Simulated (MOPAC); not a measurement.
Input file for MOPAC: PM6 on ethylenediamine (SMILES NCCN), a point of a torsion scan.

```
PM6 1SCF PRECISE CHARGE=0 THREADS=1
C2H8N2

N      1.81418887 1     0.37999431 1    -0.28287115 1
C      0.58648108 1     0.16798996 1     0.48460411 1
C      0.85099152 1    -0.19283459 1     1.94749279 1
N     -0.40966986 1    -0.35052450 1     2.65315385 1
H      2.62715734 1     0.24409707 1     0.30757133 1
H      1.86084625 1     1.32883704 1    -0.63421404 1
H      0.03922996 1    -0.65992479 1     0.01440218 1
H     -0.06183939 1     1.04753133 1     0.45559006 1
H      1.39754235 1     0.62373786 1     2.43270768 1
H      1.48876399 1    -1.09412491 1     1.97813279 1
H     -0.24395941 1    -0.60135387 1     3.62181110 1
H     -0.95338450 1    -1.09573047 1     2.22981021 1
```

Output:

```
*******************************************************************************
 **                                                                           **
 **                              MOPAC v23.2.5                                **
 **                                                                           **
 *******************************************************************************
 ** MOPAC's Digital Object Identifier: https://doi.org/10.5281/zenodo.6511958 **
 **                                                                           **
 ** Please cite the open-source release paper for use of this MOPAC version:  **
 ** J. E. Moussa and J. J. P. Stewart (2026)                                  **
 ** MOPAC: An open-source semiempirical molecular orbital program             **
 ** J. Open Source Softw., 11(119), 8025, https://doi.org/10.21105/joss.08025 **
 *******************************************************************************

                              PM6 CALCULATION RESULTS

 *******************************************************************************
 *  PM6        - The PM6 Hamiltonian to be used
 *
 *
 *
 *                 CHARGE ON SYSTEM = 0
 *
 *
 *
 *  PRECISE    - TIGHTER CRITERIA TO BE USED
 *  1SCF       - DO 1 SCF AND THEN STOP
 *  THREADS=1  - MULTI-THREADING NOT USED
 *  T=         - A TIME OF 172800.0 SECONDS REQUESTED
 *  DUMP=N     - RESTART FILE WRITTEN EVERY 7200.0 SECONDS REQUESTED
 *******************************************************************************
PM6 1SCF PRECISE CHARGE=0 THREADS=1
 C2H8N2

   ATOM   CHEMICAL          X               Y               Z
  NUMBER   SYMBOL      (ANGSTROMS)     (ANGSTROMS)     (ANGSTROMS)

     1       N          1.81418887  *   0.37999431  *  -0.28287115  *
     2       C          0.58648108  *   0.16798996  *   0.48460411  *
     3       C          0.85099152  *  -0.19283459  *   1.94749279  *
     4       N         -0.40966986  *  -0.35052450  *   2.65315385  *
     5       H          2.62715734  *   0.24409707  *   0.30757133  *
     6       H          1.86084625  *   1.32883704  *  -0.63421404  *
     7       H          0.03922996  *  -0.65992479  *   0.01440218  *
     8       H         -0.06183939  *   1.04753133  *   0.45559006  *
     9       H          1.39754235  *   0.62373786  *   2.43270768  *
    10       H          1.48876399  *  -1.09412491  *   1.97813279  *
    11       H         -0.24395941  *  -0.60135387  *   3.62181110  *
    12       H         -0.95338450  *  -1.09573047  *   2.22981021  *



          CARTESIAN COORDINATES

    NO.       ATOM           X           Y           Z

     1         N          1.8142      0.3800     -0.2829
     2         C          0.5865      0.1680      0.4846
     3         C          0.8510     -0.1928      1.9475
     4         N         -0.4097     -0.3505      2.6532
     5         H          2.6272      0.2441      0.3076
     6         H          1.8608      1.3288     -0.6342
     7         H          0.0392     -0.6599      0.0144
     8         H         -0.0618      1.0475      0.4556
     9         H          1.3975      0.6237      2.4327
    10         H          1.4888     -1.0941      1.9781
    11         H         -0.2440     -0.6014      3.6218
    12         H         -0.9534     -1.0957      2.2298

 General Reference for PM6:
 "Optimization of Parameters for Semiempirical Methods V: Modification of NDDO Approximations
 and Application to 70 Elements", J. J. P. Stewart, J. Mol. Mod., 13, 1173-1213 (2007)
 URL: https://link.springer.com/article/10.1007/s00894-007-0233-4

           Empirical Formula: C2 H8 N2  =    12 atoms



      MOLECULAR POINT GROUP   :   C1


      RHF CALCULATION, NO. OF DOUBLY OCCUPIED LEVELS = 13


 -------------------------------------------------------------------------------
 PM6 1SCF PRECISE CHARGE=0 THREADS=1
 C2H8N2



     1SCF WAS SPECIFIED, SO BFGS WAS NOT USED
     SCF FIELD WAS ACHIEVED


                              PM6 CALCULATION
                                                       MOPAC v23.2.5 Linux




          FINAL HEAT OF FORMATION =          1.46828 KCAL/MOL =       6.14330 KJ/MOL


          COSMO AREA              =        106.20 SQUARE ANGSTROMS
          COSMO VOLUME            =         89.07 CUBIC ANGSTROMS

          IONIZATION POTENTIAL    =          9.401847 EV
          HOMO LUMO ENERGIES (EV) =         -9.402  3.026
          NO. OF FILLED LEVELS    =         13
          MOLECULAR WEIGHT        =         60.0986         POINT GROUP:  C1

          MOLECULAR DIMENSIONS (Angstroms)

            Atom       Atom       Distance
            H    11    H     6     5.12539
            H     9    H     7     2.89933
            H    10    H     8     2.63208


          SCF CALCULATIONS        =          1





   ATOM   CHEMICAL          X               Y               Z
  NUMBER   SYMBOL      (ANGSTROMS)     (ANGSTROMS)     (ANGSTROMS)

     1       N          1.81418887  *   0.37999431  *  -0.28287115  *
     2       C          0.58648108  *   0.16798996  *   0.48460411  *
     3       C          0.85099152  *  -0.19283459  *   1.94749279  *
     4       N         -0.40966986  *  -0.35052450  *   2.65315385  *
     5       H          2.62715734  *   0.24409707  *   0.30757133  *
     6       H          1.86084625  *   1.32883704  *  -0.63421404  *
     7       H          0.03922996  *  -0.65992479  *   0.01440218  *
     8       H         -0.06183939  *   1.04753133  *   0.45559006  *
     9       H          1.39754235  *   0.62373786  *   2.43270768  *
    10       H          1.48876399  *  -1.09412491  *   1.97813279  *
    11       H         -0.24395941  *  -0.60135387  *   3.62181110  *
    12       H         -0.95338450  *  -1.09573047  *   2.22981021  *

                             CARTESIAN COORDINATES

   1    N        1.814188870     0.379994310    -0.282871150
   2    C        0.586481080     0.167989960     0.484604110
   3    C        0.850991520    -0.192834590     1.947492790
   4    N       -0.409669860    -0.350524500     2.653153850
   5    H        2.627157340     0.244097070     0.307571330
   6    H        1.860846250     1.328837040    -0.634214040
   7    H        0.039229960    -0.659924790     0.014402180
   8    H       -0.061839390     1.047531330     0.455590060
   9    H        1.397542350     0.623737860     2.432707680
  10    H        1.488763990    -1.094124910     1.978132790
  11    H       -0.243959410    -0.601353870     3.621811100
  12    H       -0.953384500    -1.095730470     2.229810210


           Empirical Formula: C2 H8 N2  =    12 atoms



      MOLECULAR POINT GROUP   :   C1


                  EIGENVALUES
 -31.96449 -30.87134 -24.87115 -21.56058 -17.60047 -17.06040 -15.77373 -15.12369
 -14.36119 -12.69239 -12.52292  -9.56985  -9.40185   3.02594   3.67808   3.84004
   5.06650   5.56830   5.66407   5.94745   6.13209   6.40309   6.80704   6.93621


              NET ATOMIC CHARGES AND DIPOLE CONTRIBUTIONS

  ATOM NO.   TYPE          CHARGE      No. of ELECS.   s-Pop       p-Pop
    1          N          -0.514422        5.5144     1.59523     3.91920
    2          C          -0.151791        4.1518     1.08296     3.06883
    3          C          -0.191430        4.1914     1.08735     3.10408
    4          N          -0.507600        5.5076     1.59079     3.91681
    5          H           0.203738        0.7963     0.79626
    6          H           0.205674        0.7943     0.79433
    7          H           0.146762        0.8532     0.85324
    8          H           0.139694        0.8603     0.86031
    9          H           0.140837        0.8592     0.85916
   10          H           0.114772        0.8852     0.88523
   11          H           0.208186        0.7918     0.79181
   12          H           0.205579        0.7944     0.79442
 DIPOLE           X         Y         Z       TOTAL
 POINT-CHG.     0.282    -0.105     0.636     0.704
 HYBRID         0.585    -0.238     0.984     1.169
 SUM            0.867    -0.342     1.621     1.870


          ATOMIC ORBITAL ELECTRON POPULATIONS

     Atom    s        px        py        pz
    1  N   1.59523   1.10700   1.38652   1.42568
    2  C   1.08296   0.96956   1.15027   0.94901
    3  C   1.08735   0.96417   1.13032   1.00959
    4  N   1.59079   1.21651   1.55239   1.14790
    5  H   0.79626
    6  H   0.79433
    7  H   0.85324
    8  H   0.86031
    9  H   0.85916
   10  H   0.88523
   11  H   0.79181
   12  H   0.79442

 **********************
 *                    *
 * JOB ENDED NORMALLY *
 *                    *
 **********************




 == MOPAC DONE ==
```

The run finished.

Cost: very roughly 0.020 core-seconds.
